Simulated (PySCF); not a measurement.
Geometry (Å), atoms numbered from 1 in this order:
```xyz
21

C     3.9180    0.7253   -1.4635
C     2.9238    0.5265   -0.8182
Si    1.4091    0.2192    0.2092
Cl    1.9696    0.2568    2.1683
C     0.1423    1.6080   -0.0959
C    -1.1864    1.3938    0.6326
C    -1.9748    0.1956    0.1039
Si   -1.1583   -1.4890    0.4530
O    -1.8763   -2.6934   -0.3824
C     0.6215   -1.4553   -0.1985
H     4.7862    0.9008   -2.0320
H     0.5630    2.5639    0.2221
H    -0.0522    1.7002   -1.1656
H    -0.9986    1.2620    1.7007
H    -1.7949    2.2974    0.5204
H    -2.9709    0.2198    0.5526
H    -2.1244    0.3227   -0.9715
H    -1.2183   -1.7669    1.8935
H    -2.8021   -2.8910   -0.2784
H     0.6160   -1.6061   -1.2758
H     1.1987   -2.2735    0.2248
```

How the numbers were obtained: shieldings: GIAO PBE0/pcSseg-1, geometry from GFN2-xTB, in PySCF 2.14.0 with density-fitted response routines (no solvent model, one conformer, relativity neglected).

Problem. Predict the 2D correlation tables (HSQC, COSY, HMBC).

Solution. 

HSQC (one-bond C–H):
```csv
δH,δC
2.06 (H11),102.5 (C1)
2.05 (H15),18.8 (C6)
1.54 (H14),18.8 (C6)
1.17 (H12),24.1 (C5)
1.01 (H16),21.0 (C7)
0.92 (H21),10.1 (C10)
0.68 (H13),24.1 (C5)
0.57 (H17),21.0 (C7)
0.33 (H20),10.1 (C10)
```

COSY cross peaks (H two or three bonds apart, from the bond graph; peaks can be absent where the dihedral angle is near 90°):
```csv
δH,δH
5.29 (H18),1.01 (H16)
5.29 (H18),0.92 (H21)
5.29 (H18),0.57 (H17)
5.29 (H18),0.33 (H20)
2.05 (H15),1.54 (H14)
2.05 (H15),1.17 (H12)
2.05 (H15),1.01 (H16)
2.05 (H15),0.68 (H13)
2.05 (H15),0.57 (H17)
1.54 (H14),1.17 (H12)
1.54 (H14),1.01 (H16)
1.54 (H14),0.68 (H13)
1.54 (H14),0.57 (H17)
1.17 (H12),0.68 (H13)
1.01 (H16),0.57 (H17)
0.92 (H21),0.33 (H20)
```

HMBC (two and three bonds, from the bond graph):
```csv
δH,δC
5.29 (H18),"21.0 (C7), 18.8 (C6), 10.1 (C10)"
2.06 (H11),91.2 (C2)
2.05 (H15),"24.1 (C5), 21.0 (C7)"
1.54 (H14),"24.1 (C5), 21.0 (C7)"
1.17 (H12),"91.2 (C2), 21.0 (C7), 18.8 (C6), 10.1 (C10)"
1.01 (H16),"24.1 (C5), 18.8 (C6), 10.1 (C10)"
0.92 (H21),"91.2 (C2), 24.1 (C5), 21.0 (C7)"
0.68 (H13),"91.2 (C2), 21.0 (C7), 18.8 (C6), 10.1 (C10)"
0.57 (H17),"24.1 (C5), 18.8 (C6), 10.1 (C10)"
0.33 (H20),"91.2 (C2), 24.1 (C5), 21.0 (C7)"
```

Scale: TMS for $^{1}$H (31.72 ppm), $^{13}$C (186.93 ppm) (reference shieldings calculated alike).

Short H···H contacts in this conformer between protons four or more bonds apart (candidates for NOE cross peaks, intensity ∝ r⁻⁶): H13···H17 2.50 Å.

OH and NH positions are those of a molecule without intermolecular hydrogen bonds; in solution they move with solvent, concentration and temperature, and exchange usually removes their couplings. Shifts are as computed. Against solution values, carbons near 30 ppm lie about +3 ppm off and those near 130 ppm about +5 ppm. Of 1211 compounds with measured shifts, 218 miss one by over three times the rms of a fit or turn the order of signals round; such compounds aren't used in these exercises.
